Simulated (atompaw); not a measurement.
**Before and after: PAW (atompaw) potential for W (Z = 74)**

atompaw 4.2.0.5 input, output lines left out:

```
W 74
GGA-PBESOL scalarrelativistic loggrid 2001 logderivrange -8 5 326
6 6 5 4 0 0
6 0 1
6 1 1
5 2 4
0 0 0
c
c
c
c
v
v
c
c
c
v
v
c
c
v
c
2
2.20 1.80 1.65 2.20
n
n
y
4
n
custom polynom vanderbiltortho besselshape
3 -0.5 troulliermartins
1.50
1.80
1.45
2.20
2.20
2.20
```

Change: reference 5s2 5p6 5d4 6s0.5 6p0.

Cutoffs: the cutoffs (Ry, on a coarse ladder) from which the occupation-weighted sum of valence levels, in a spherical-Bessel basis at the reference potential, stays within 10 and 1 mRy of its value at 400 Ry; they do not see the model core or the augmentation charge, which bear on the density cutoff.

What does the change do?

The potential gets neither clearly harder nor softer (30 Ry and 50 Ry → 30 Ry and 50 Ry); the bound ghosts move from d, p, s to s.

| quantity | base | changed |
| --- | --- | --- |
| cutoff, loose | 30 Ry | 30 Ry |
| cutoff, tight | 50 Ry | 50 Ry |
| bound ghosts | s, d, p | s |
| s: phases at 2.21 bohr within 0.05 rad from the reference energy up to (Ry; the scan ends near 5) | to the end of the scan | to the end of the scan |
| p: phases at 2.21 bohr within 0.05 rad from the reference energy up to (Ry; the scan ends near 5) | 0.8 | 0.0 |
| d: phases at 2.21 bohr within 0.05 rad from the reference energy up to (Ry; the scan ends near 5) | to the end of the scan | 4.4 |
| lowest overlap eigenvalue by channel | s 0.22, p 0.28, d 0.74 | s 0.27, p 0.53, d 0.86 |

 A true bound ghost makes a file unfit for plane-wave use even where its test errors are small: the radial tests pick states by their node count and pass the ghost by. The cutoffs see the waves, projectors and local potential, not the compensation charge or the core.
